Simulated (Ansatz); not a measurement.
A short molecular-dynamics run on C₃H₁₀OSi, SMILES `CCO[SiH2]C`.

```yaml
crystal:
  periodic: [false, false, false]
  atoms:
    - {symbol: C, position_ang: [-0.426723, 1.482702, 2.050825]}
    - {symbol: C, position_ang: [-0.333546, 0.104589, 1.444835]}
    - {symbol: O, position_ang: [-0.020230, 0.216413, 0.071439]}
    - {symbol: Si, position_ang: [0.180573, -1.092666, -0.905438]}
    - {symbol: C, position_ang: [0.578237, -0.464567, -2.605703]}
    - {symbol: H, position_ang: [-0.669805, 1.416442, 3.114036]}
    - {symbol: H, position_ang: [0.522145, 2.012104, 1.944153]}
    - {symbol: H, position_ang: [-1.203008, 2.067258, 1.553149]}
    - {symbol: H, position_ang: [-1.285615, -0.429300, 1.569022]}
    - {symbol: H, position_ang: [0.438830, -0.483909, 1.958791]}
    - {symbol: H, position_ang: [1.279445, -1.954520, -0.376695]}
    - {symbol: H, position_ang: [-1.064681, -1.916804, -0.911418]}
    - {symbol: H, position_ang: [1.492301, 0.133003, -2.593349]}
    - {symbol: H, position_ang: [-0.233788, 0.157822, -2.987810]}
    - {symbol: H, position_ang: [0.724066, -1.299068, -3.296435]}
basis:
  gaussian: {orbitals: "6-31G*"}
hamiltonian: {xc: {name: PBE}, dispersion: d3bjatm}
md: {timestep: 2 fs, n_steps: 50, ensemble: nve, temperature: 300, initial_velocities: maxwell_boltzmann, seed: 103}
```

```sh
$ ansatz run in.yaml --threads 4 --pin off --events-out ev --progress --plain --max-ram 10444MiB
```

```
step  time (fs)  potential energy (eV)  kinetic (eV)  T (K)  conserved (eV)
   0        0.0            -13188.3962        0.5041    300     -13187.8920
   1        2.0            -13188.1734        0.3453    205     -13187.8282
   2        4.0            -13188.1509        0.2924    174     -13187.8585
   3        6.0            -13188.1014        0.2508    149     -13187.8506
   4        8.0            -13188.0849        0.2516    150     -13187.8333
   5       10.0            -13188.2498        0.3694    220     -13187.8804
   6       12.0            -13188.1156        0.2842    169     -13187.8314
   7       14.0            -13188.1578        0.2921    174     -13187.8657
   8       16.0            -13188.0880        0.2297    137     -13187.8583
   9       18.0            -13187.9587        0.1352     80     -13187.8236
  10       20.0            -13188.1719        0.2969    177     -13187.8750
  11       22.0            -13188.1589        0.3129    186     -13187.8460
  12       24.0            -13188.1778        0.3147    187     -13187.8631
  13       26.0            -13188.1191        0.2603    155     -13187.8588
  14       28.0            -13188.0013        0.1748    104     -13187.8265
  15       30.0            -13188.2121        0.3381    201     -13187.8740
  16       32.0            -13188.1912        0.3354    200     -13187.8558
  17       34.0            -13188.1603        0.3101    185     -13187.8502
  18       36.0            -13188.1905        0.3159    188     -13187.8746
  19       38.0            -13187.9726        0.1420     85     -13187.8305
  20       40.0            -13188.0344        0.1742    104     -13187.8602
  21       42.0            -13188.0424        0.1847    110     -13187.8577
  22       44.0            -13188.0780        0.2382    142     -13187.8398
  23       46.0            -13188.2600        0.3737    222     -13187.8863
  24       48.0            -13188.0490        0.2176    129     -13187.8314
  25       50.0            -13188.1004        0.2511    149     -13187.8493
  26       52.0            -13188.2108        0.3355    200     -13187.8753
  27       54.0            -13188.1251        0.2989    178     -13187.8262
  28       56.0            -13188.2710        0.3864    230     -13187.8846
  29       58.0            -13188.0708        0.2345    140     -13187.8363
  30       60.0            -13188.0592        0.2134    127     -13187.8458
  31       62.0            -13188.1386        0.2588    154     -13187.8798
  32       64.0            -13187.9585        0.1475     88     -13187.8110
  33       66.0            -13188.2052        0.3209    191     -13187.8843
  34       68.0            -13188.1576        0.3042    181     -13187.8534
  35       70.0            -13188.0693        0.2295    137     -13187.8398
  36       72.0            -13188.1496        0.2771    165     -13187.8725
  37       74.0            -13188.0356        0.2098    125     -13187.8258
  38       76.0            -13188.2264        0.3474    207     -13187.8789
  39       78.0            -13188.1880        0.3262    194     -13187.8618
  40       80.0            -13188.0514        0.2178    130     -13187.8336
  41       82.0            -13188.1956        0.3202    191     -13187.8754
  42       84.0            -13188.0922        0.2449    146     -13187.8473
  43       86.0            -13188.1097        0.2534    151     -13187.8563
  44       88.0            -13188.1573        0.2901    173     -13187.8672
  45       90.0            -13188.0559        0.2143    128     -13187.8416
  46       92.0            -13188.1320        0.2630    157     -13187.8689
  47       94.0            -13188.0283        0.1725    103     -13187.8559
  48       96.0            -13187.9985        0.1637     97     -13187.8348
  49       98.0            -13188.1978        0.3172    189     -13187.8806
  50      100.0            -13188.1159        0.2725    162     -13187.8433
```

Velocities are drawn at the set temperature; a run this short doesn't reach equilibrium.

Frames (Å, forces in eV/Å):

```xyz
15
time=0.0 fs
C    -0.427    1.483    2.051   -0.006    0.015    0.028
C    -0.334    0.105    1.445   -0.027   -0.086    0.113
O    -0.020    0.216    0.071    0.028    0.890   -0.061
Si    0.181   -1.093   -0.905    0.024   -0.512   -0.139
C     0.578   -0.465   -2.606   -0.001   -0.027   -0.002
H    -0.670    1.416    3.114   -0.081   -0.007    0.354
H     0.522    2.012    1.944    0.314    0.184   -0.036
H    -1.203    2.067    1.553   -0.256    0.202   -0.165
H    -1.286   -0.429    1.569   -0.332   -0.196    0.079
H     0.439   -0.484    1.959    0.254   -0.213    0.212
H     1.279   -1.955   -0.377    0.216   -0.200    0.056
H    -1.065   -1.917   -0.911   -0.225   -0.192   -0.045
H     1.492    0.133   -2.593    0.286    0.193   -0.015
H    -0.234    0.158   -2.988   -0.246    0.201   -0.137
H     0.724   -1.299   -3.296    0.051   -0.252   -0.242
15
time=8.0 fs
C    -0.425    1.499    2.050   -2.111   -0.615    0.976
C    -0.360    0.112    1.453   -0.353   -0.841   -0.206
O    -0.010    0.231    0.057   -0.317    0.415    0.586
Si    0.183   -1.119   -0.880   -0.013   -1.174   -1.277
C     0.590   -0.427   -2.648   -0.803   -0.025    0.554
H    -0.516    1.462    3.205   -0.468    0.060   -1.580
H     0.510    1.956    1.887    1.452    1.062   -0.569
H    -1.268    2.040    1.499    0.931   -0.161    1.044
H    -1.298   -0.497    1.578    0.060    0.609   -0.186
H     0.384   -0.509    1.948    0.710   -0.175    0.383
H     1.253   -2.084   -0.364   -0.010    0.442   -0.043
H    -1.046   -2.072   -0.892    0.308    0.664   -0.020
H     1.530    0.164   -2.579   -0.329   -0.217   -0.279
H    -0.267    0.245   -2.944    0.690   -0.272    0.229
H     0.638   -1.218   -3.432    0.254    0.229    0.387
15
time=16.0 fs
C    -0.415    1.503    2.046   -1.412    0.867    0.808
C    -0.371    0.084    1.460   -0.207    1.018   -0.376
O    -0.010    0.258    0.062   -0.063   -1.091    0.072
Si    0.189   -1.160   -0.881    0.708    1.545   -0.843
C     0.576   -0.404   -2.650    0.146    0.084    0.380
H    -0.611    1.512    3.178    0.808   -0.148   -1.136
H     0.491    2.041    1.722    0.223   -0.075    0.545
H    -1.265    2.173    1.680    0.592   -1.047   -0.154
H    -1.396   -0.379    1.526    0.740   -0.167    0.198
H     0.437   -0.479    1.999   -0.638   -0.117   -0.204
H     1.288   -2.041   -0.346    0.085    0.067   -0.006
H    -1.023   -1.999   -0.888   -0.546   -0.238   -0.029
H     1.542    0.159   -2.670   -0.302   -0.282    0.342
H    -0.203    0.372   -2.874    0.244   -0.639   -0.009
H     0.666   -1.145   -3.482   -0.378    0.224    0.411
15
time=24.0 fs
C    -0.426    1.520    2.043    2.091   -0.171   -0.737
C    -0.381    0.110    1.446    0.674   -0.177    0.373
O    -0.013    0.247    0.069    0.090   -1.146   -0.383
Si    0.204   -1.174   -0.900   -0.908    1.432    0.096
C     0.567   -0.392   -2.614    0.068   -0.800    0.535
H    -0.431    1.486    3.115   -0.397   -0.075    1.114
H     0.543    2.088    1.793   -1.164   -0.680   -0.013
H    -1.274    2.055    1.658   -0.661    0.620   -0.262
H    -1.355   -0.400    1.558   -0.314    0.087   -0.137
H     0.330   -0.565    2.023   -0.134    0.594   -0.455
H     1.359   -1.967   -0.337   -0.178   -0.168   -0.124
H    -1.156   -1.952   -0.898    0.914    0.182   -0.008
H     1.547    0.094   -2.601    0.244    0.134    0.012
H    -0.186    0.357   -2.837   -0.421    0.461    0.069
H     0.543   -1.102   -3.448    0.095   -0.294   -0.081
15
time=32.0 fs
C    -0.422    1.523    2.048    2.111   -0.310   -1.471
C    -0.386    0.139    1.435    0.527   -0.474   -0.178
O    -0.013    0.197    0.063   -0.016    0.290   -0.230
Si    0.209   -1.153   -0.917    0.648    0.639    0.916
C     0.555   -0.400   -2.565    0.078   -0.405    0.144
H    -0.428    1.440    3.103   -0.330    0.048    1.565
H     0.522    2.085    1.762   -0.816   -0.399    0.163
H    -1.273    2.017    1.654   -1.112    1.075   -0.265
H    -1.360   -0.342    1.534   -0.644   -0.202    0.051
H     0.315   -0.520    1.960    0.374   -0.118    0.368
H     1.364   -1.993   -0.386   -0.226    0.025   -0.150
H    -1.017   -1.935   -0.916   -0.780   -0.715   -0.033
H     1.550    0.039   -2.529    0.376    0.233   -0.288
H    -0.187    0.369   -2.728   -0.381    0.611   -0.145
H     0.462   -1.126   -3.368    0.193   -0.298   -0.448
15
time=40.0 fs
C    -0.405    1.523    2.038   -1.921    0.706    0.654
C    -0.383    0.129    1.426   -0.853    0.488   -0.052
O    -0.013    0.158    0.053   -0.217    1.395    0.818
Si    0.213   -1.127   -0.917   -0.865   -2.574    0.413
C     0.544   -0.410   -2.532    0.538    0.996   -1.515
H    -0.571    1.455    3.162    0.758   -0.010   -0.915
H     0.458    2.092    1.730    0.909    0.299    0.300
H    -1.286    2.174    1.739    0.517   -0.789   -0.264
H    -1.418   -0.280    1.516    0.476   -0.369    0.151
H     0.360   -0.440    1.983    0.113   -0.667    0.328
H     1.313   -2.043   -0.477    0.273    0.035    0.187
H    -1.019   -2.123   -0.951    0.592    0.823    0.023
H     1.566    0.026   -2.599   -0.217   -0.099    0.148
H    -0.162    0.447   -2.656    0.167   -0.488   -0.328
H     0.477   -1.149   -3.354   -0.271    0.254    0.051
15
time=48.0 fs
C    -0.413    1.548    2.022   -1.826   -0.622    1.577
C    -0.387    0.127    1.429   -0.396   -0.753    1.152
O    -0.022    0.166    0.069   -0.064    0.587    0.284
Si    0.209   -1.143   -0.908    1.386   -0.325   -0.110
C     0.556   -0.389   -2.558   -0.307    0.559   -1.249
H    -0.435    1.448    3.188   -0.621    0.175   -1.656
H     0.518    2.052    1.894    1.025    0.612   -0.762
H    -1.297    2.173    1.613    1.251   -0.759    0.698
H    -1.376   -0.425    1.571    0.458    0.749   -0.226
H     0.310   -0.521    2.037    0.050    0.461   -0.400
H     1.374   -2.052   -0.484   -0.252    0.379    0.038
H    -0.919   -2.040   -0.972   -1.155   -0.631    0.046
H     1.594    0.015   -2.627   -0.453   -0.161   -0.055
H    -0.172    0.451   -2.766    0.587   -0.488    0.287
H     0.380   -1.118   -3.390    0.317    0.219    0.377
15
time=56.0 fs
C    -0.412    1.545    2.024    0.314   -0.440   -0.074
C    -0.395    0.118    1.470    0.724   -0.096   -0.063
O    -0.033    0.195    0.093    0.087   -0.585   -0.678
Si    0.217   -1.172   -0.903   -1.311    1.279   -0.433
C     0.562   -0.361   -2.622   -0.240   -0.809    0.700
H    -0.586    1.486    3.110   -0.002    0.263    0.073
H     0.577    2.014    1.816   -0.369   -0.073    0.184
H    -1.203    2.144    1.545    0.011    0.005    0.027
H    -1.378   -0.374    1.564   -0.117   -0.063    0.201
H     0.380   -0.501    2.008   -0.510    0.277   -0.017
H     1.390   -1.948   -0.433    0.194   -0.395    0.135
H    -1.111   -2.044   -0.957    1.054    0.458    0.083
H     1.595   -0.003   -2.679    0.168    0.101   -0.035
H    -0.129    0.471   -2.805   -0.088    0.122    0.090
H     0.398   -1.115   -3.406    0.083   -0.042   -0.192
15
time=64.0 fs
C    -0.412    1.521    2.031    2.535    0.346   -2.103
C    -0.390    0.112    1.503    0.610    0.659   -0.780
O    -0.041    0.204    0.097   -0.019   -0.802   -0.078
Si    0.212   -1.174   -0.905    1.570    2.199    0.060
C     0.561   -0.366   -2.660    0.419   -1.145    1.406
H    -0.714    1.626    3.019   -0.125   -0.043    2.571
H     0.592    2.016    1.778   -0.942   -0.531    0.799
H    -1.109    2.105    1.500   -1.341    0.855   -1.243
H    -1.376   -0.312    1.634   -0.704   -0.712    0.014
H     0.361   -0.460    2.055    0.188   -0.505    0.142
H     1.412   -1.976   -0.348   -0.525    0.164   -0.357
H    -0.984   -1.964   -0.906   -1.063   -0.949   -0.083
H     1.583    0.000   -2.734    0.521    0.186    0.227
H    -0.084    0.484   -2.786   -0.746    0.560   -0.206
H     0.462   -1.088   -3.469   -0.377   -0.281   -0.368
15
time=72.0 fs
C    -0.414    1.537    2.014    0.944    0.220    0.433
C    -0.379    0.104    1.511   -0.350   -0.365   -0.303
O    -0.049    0.186    0.098   -0.023   -0.221    0.405
Si    0.218   -1.138   -0.909   -1.452   -0.307   -0.499
C     0.570   -0.400   -2.653   -0.257    0.175    0.412
H    -0.667    1.655    3.091   -0.568   -0.319   -0.358
H     0.616    2.000    2.000   -0.651   -0.270   -0.597
H    -1.108    2.060    1.335    0.120    0.417    0.369
H    -1.358   -0.416    1.666    0.021    0.396   -0.328
H     0.309   -0.544    2.071    0.641    0.026   -0.007
H     1.292   -1.999   -0.393    0.646   -0.232    0.154
H    -1.036   -2.119   -0.898    0.765    0.806   -0.126
H     1.598    0.016   -2.682   -0.209   -0.149   -0.113
H    -0.134    0.443   -2.801    0.121    0.035    0.171
H     0.390   -1.053   -3.530    0.253   -0.214    0.385
15
time=80.0 fs
C    -0.399    1.552    2.008   -2.663   -0.730    0.761
C    -0.366    0.082    1.506   -0.457    0.321   -0.520
O    -0.057    0.160    0.111    0.202    0.501   -0.182
Si    0.210   -1.105   -0.920    1.551   -0.845    0.279
C     0.565   -0.429   -2.619   -0.116    0.913   -0.475
H    -0.868    1.535    3.086    0.966    0.365   -1.633
H     0.586    1.972    1.977    0.943    0.443    0.258
H    -1.073    2.196    1.321    0.779   -0.998    0.940
H    -1.393   -0.403    1.578    0.867    0.259    0.418
H     0.430   -0.534    2.012   -0.647    0.321    0.049
H     1.366   -2.032   -0.431   -0.376    0.577   -0.157
H    -0.904   -2.020   -0.960   -1.180   -0.648   -0.049
H     1.601   -0.008   -2.676   -0.520   -0.234   -0.079
H    -0.157    0.433   -2.758    0.546   -0.608   -0.139
H     0.409   -1.167   -3.449    0.105    0.364    0.530
15
time=88.0 fs
C    -0.400    1.523    2.007   -2.236    0.361    0.412
C    -0.359    0.096    1.474   -0.030    0.138    1.259
O    -0.059    0.150    0.116    0.086    0.578   -0.531
Si    0.214   -1.094   -0.928   -1.429   -1.082    0.289
C     0.557   -0.433   -2.586    0.158    0.545   -0.858
H    -0.908    1.573    3.016    0.638   -0.166   -0.543
H     0.568    1.958    2.053    1.333    0.504    0.207
H    -1.019    2.212    1.365    0.310   -0.679    0.122
H    -1.332   -0.398    1.682   -0.002   -0.081   -0.240
H     0.416   -0.468    2.059   -0.212    0.038   -0.293
H     1.373   -1.875   -0.493    0.519   -0.611    0.341
H    -1.074   -2.011   -1.037    0.900    0.510    0.181
H     1.581   -0.058   -2.714    0.116    0.111    0.114
H    -0.142    0.391   -2.833    0.050   -0.294   -0.195
H     0.448   -1.281   -3.281   -0.198    0.127   -0.265
15
time=96.0 fs
C    -0.418    1.513    2.018    2.426   -0.006   -0.314
C    -0.359    0.119    1.487    0.596   -0.537    0.037
O    -0.058    0.162    0.105   -0.010    0.579    0.113
Si    0.207   -1.104   -0.926    1.278    0.326    0.672
C     0.562   -0.420   -2.595   -0.066   -0.705   -0.221
H    -0.801    1.549    2.990   -1.378    0.007    1.845
H     0.613    1.940    2.182   -0.519   -0.155   -0.710
H    -0.968    2.086    1.316   -0.801    1.186   -0.658
H    -1.279   -0.421    1.677   -0.975   -0.244   -0.106
H     0.389   -0.453    2.040    0.603   -0.337    0.158
H     1.460   -1.902   -0.453   -0.744    0.131   -0.234
H    -1.000   -1.898   -1.031   -0.786   -0.894    0.048
H     1.576   -0.067   -2.705    0.601    0.309   -0.150
H    -0.144    0.282   -3.006   -0.522    0.822    0.048
H     0.420   -1.299   -3.226    0.297   -0.483   -0.527
15
time=100.0 fs
C    -0.408    1.520    2.030   -2.584    0.142    0.643
C    -0.356    0.114    1.504    0.031   -1.280   -0.502
O    -0.057    0.177    0.099    0.095    0.409    0.256
Si    0.209   -1.108   -0.920   -0.738   -0.235    0.113
C     0.565   -0.420   -2.615   -0.122   -0.295   -0.992
H    -0.901    1.514    3.090    0.613    0.258   -1.648
H     0.572    1.912    2.113    1.363    0.738    0.102
H    -1.002    2.142    1.267    0.520   -0.539    1.201
H    -1.343   -0.423    1.612    0.553    0.281    0.216
H     0.455   -0.483    2.016   -0.595    0.214   -0.085
H     1.400   -1.929   -0.456   -0.219   -0.033   -0.061
H    -1.078   -1.995   -1.011    0.761    0.325    0.114
H     1.607   -0.037   -2.716   -0.485   -0.040   -0.011
H    -0.177    0.301   -3.057    0.499   -0.247    0.623
H     0.463   -1.327   -3.265    0.307    0.302    0.032
```

It took 45 s on 4 threads of an AMD EPYC 7B13 on a shared host, with 0.17 GiB of host memory at the peak.
